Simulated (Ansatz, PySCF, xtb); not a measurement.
Stretching the Bi1–H2 bond in BiH3 (SMILES [BiH3]) (multiplicity 1 held, fragments rigid). Energies count from the point at 1.797 Å.
Geometry at that point (charge 0, multiplicity 1):
```xyz
4

Bi     0.00065    -0.00114     0.03585
H     -1.47032    -0.21335    -0.97357
H      0.91973    -1.10345    -1.04484
H      0.49699     1.41118    -0.95748
```

U- levels take the lowest unrestricted solution at each point, which mixes spins at long bonds. Active spaces are followed from a long bond inwards. Left out are points that failed, MP2 points that dive below the minimum, coupled-cluster points behind a jump of the amplitudes or a sharp parting from full CI or MRCI, small-basis points behind a change of solution, and semi-empirical points at long bonds. Curves can end on different states.

Frozen-core correlation. Filled d and f shells under p-block atoms count as core. Rows in LANL2DZ carry no dispersion term and start afresh at each structure. LANL2DZ brings its own core potentials from Na on.

The values were computed with Ansatz (a first-principles code); PySCF for LANL2DZ rows; xtb for the GFN methods. Values without a source in brackets are computed. In def2 rows elements past Kr take small-core potentials, without spin–orbit coupling. The GFN methods have no spin term and hold the electronic entropy of 300 K.

Energies in eV.

| R (Å) | GFN2-xTB | U-r2SCAN/def2-TZVPP | R-B3LYP/LANL2DZ | U-MP2/def2-TZVPP | FIC-MRCISD+Q on CASSCF(2,2)/def2-TZVPP |
|---|---|---|---|---|---|
| 1.437 | 1.31 | 1.27 | 1.17 | 1.29 | 1.34 |
| 1.617 | 0.18 | 0.23 | 0.20 | 0.23 | 0.26 |
| 1.797 | 0.00 | 0.00 | 0.00 | 0.00 | 0.00 |
| 1.976 | 0.18 | 0.17 | 0.19 | 0.19 | 0.15 |
| 2.156 | 0.53 | 0.52 | 0.55 | 0.58 | 0.49 |
| 2.425 | 1.17 | 1.16 | 1.21 | 1.54 | 1.08 |
| 2.695 | 1.82 | 1.77 | 1.88 | 2.06 | 1.63 |
| 3.144 | 2.69 | 2.30 | 2.81 | 2.39 | 2.25 |
| 3.593 | 3.26 | 2.54 | 3.49 | 2.50 | 2.55 |
| 4.132 | 3.61 | 2.66 | 4.03 | 2.53 | 2.67 |
| 4.851 | 3.75 | 2.71 | 4.45 | 2.54 | 2.71 |
| 5.749 | 3.78 | 2.72 | left out | 2.54 | 2.71 |

Doubts at one or more of the structures used: a spin-contaminated determinant (U-r2SCAN/def2-TZVPP, U-MP2/def2-TZVPP).
